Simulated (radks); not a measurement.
Values are calculated unless marked as measured or tabulated.
Ionisation of the gallium ion Ga+, [Ar] 3d10 4s2, to [Ar] 3d10 4s1 as the strength of local exchange is varied. Code: a radial shooting solver on a logarithmic mesh with Libxc functionals. Model: Dirac Kohn-Sham, Slater X-alpha exchange (alpha = 2/3 is LDA exchange), no correlation, spin-unpolarised, spherical densities, finite nucleus; Fermi nuclear charge, rms radius 3.9973 fm.

| alpha | E(Ga+) (hartree) | exchange (hartree) | IE (eV) | -e of the level emptied (eV) | <r> of it (bohr) |
|---|---|---|---|---|---|
| 0.608 | -1932.13393 | -63.36928 | 19.679 | 14.877 (4s1/2) | 2.255 |
| 0.667 | -1938.29333 | -69.74658 | 20.273 | 15.447 (4s1/2) | 2.229 |
| 0.713 | -1943.10956 | -74.74644 | 20.741 | 15.898 (4s1/2) | 2.209 |
| 0.714 | -1943.21440 | -74.85540 | 20.751 | 15.907 (4s1/2) | 2.209 |
| 0.762 | -1948.25335 | -80.09907 | 21.245 | 16.383 (4s1/2) | 2.189 |
| 0.969 | -1970.13609 | -103.01390 | 23.428 | 18.504 (4s1/2) | 2.107 |
| 0.974 | -1970.66770 | -103.57343 | 23.482 | 18.557 (4s1/2) | 2.105 |
| 1.009 | -1974.39306 | -107.49813 | 23.860 | 18.926 (4s1/2) | 2.092 |

NIST Atomic Spectra Database: 20.515 eV (measured). The Delta-SCF value meets it near alpha = 0.69. Spin polarisation and multiplet splitting are left out, so open shells lie too high by an amount that depends on their filling.

Beside tabulated values, note that spin-unpolarised runs miss the spin-polarisation part of the exchange energy of open shells.
